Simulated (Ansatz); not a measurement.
Ansatz (an electronic-structure program) input (HF/6-31G* with LANL2DZ past Ar): The .json file joins the Basis Set Exchange's 6-31G* for atoms up to Ar and LANL2DZ past it.

Ansatz 0.2 input:
```yaml
crystal:
  periodic: [false, false, false]
  atoms:
    - {symbol: Zn, position_ang: [-0.00000000, -0.00000000, -0.75668486]}
    - {symbol: Cl, position_ang: [0.00000000, 0.00000000, 1.33532622]}
basis:
  gaussian:
    orbitals: 6-31Gs+LANL2DZ.json
hamiltonian:
  xc: {name: HF}
total_charge: 1
phonons: {temperatures: {t_min: 298.15, t_max: 298.15, t_step: 100}}
```

**Question.** Which harmonic wavenumbers does it give?

**Answer.** 450 cm⁻¹ (unscaled; negative means imaginary).
